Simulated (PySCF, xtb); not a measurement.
Sn(H)(F)(Me)2 (C2H7FSn), SMILES [CH3][SnH]([CH3])[F].

Harmonic wavenumbers (cm⁻¹) from GFN2-xTB (xtb) at its own minimum, in rising order: 25, 55, 110, 126, 132, 386, 447, 472, 476, 509, 711, 734, 747, 760, 1241, 1243, 1427, 1429, 1432, 1435, 1516, 3023, 3029, 3043, 3045, 3049, 3052.

Problem. What does B3LYP-D3(BJ)/def2-SVP (PySCF 2.14.0) give at its own minimum? (Estimate from the structure and the level; the computed values follow.)

Solution. 45, 50, 124, 151, 155, 494, 508, 531, 583, 609, 717, 762, 780, 788, 1211, 1216, 1429, 1432, 1434, 1439, 1886, 3046, 3046, 3150, 3151, 3161, 3161. Paired by order, the mean absolute difference is 57 cm⁻¹ and the zero-point energies are 48.1 and 50.1 kcal/mol.
